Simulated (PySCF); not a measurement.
**Multinuclear NMR of C$_{6}$H$_{11}$NOSi**

Atom-mapped SMILES (the numbers label the heavy atoms): `[CH3:1][CH2:2][SiH2:3]/[CH:4]=[C:5](\[C:6]#[N:7])[O:8][CH3:9]`. Each H is labelled by its parent atom.

Theory: coordinates at the GFN2-xTB level, σ from GIAO-PBE0/pcSseg-1, in PySCF 2.14.0 with density-fitted response routines (non-relativistic, averaged over atoms made equivalent by symmetry, fast rotation or ring inversion, in vacuum, one conformer).

Q: What are the $^{29}$Si shifts?

A: 
```csv
atoms,environment,σ (ppm),δ (ppm)
Si3,"silicon bonded to 2 C, 2 H",397.0,-46.3
```

Shieldings were converted by a linear fit to measured shifts: $^{29}$Si: δ = 279.94 − 0.822σ (rms 8.9 ppm, 72 shifts, 25.8 ppm with the 6 outliers that the fit left out vs TMS, solution or neat liquid). A few per cent of atoms miss by over 2 rms, more outside the fitted compound classes.

On a 600 MHz spectrometer $^{29}$Si resonates near 119.2 MHz, so 1 ppm is 119.2 Hz.

Q: What are the $^{15}$N shifts?

A: 
```json
{"atoms": "N7", "environment": "nitrile nitrogen", "σ (ppm)": "-62.4", "δ (ppm)": "-90.6"}
```

Shieldings were converted by a linear fit to measured shifts: $^{15}$N (scatter 6.3 ppm rms vs CH3NO2, solution or neat liquid). Occasional misses reach two or three times the rms, and more in compound classes unlike the fitted ones.

On a 600 MHz spectrometer $^{15}$N resonates near 60.8 MHz, so 1 ppm is 60.8 Hz.

Q: Where does $^{17}$O resonate?

A: 
```csv
atoms,environment,σ (ppm),δ (ppm)
O8,ether oxygen,218.0,68.2
```

Shieldings were converted by a linear fit to measured shifts: $^{17}$O (scatter 10.7 ppm rms, 12.2 ppm with the 3 outliers that the fit left out vs liquid water, solution or neat liquid). A few per cent of atoms miss by over 2 rms, more outside the fitted compound classes.

On a 500 MHz spectrometer $^{17}$O resonates near 67.8 MHz, so 1 ppm is 67.8 Hz.
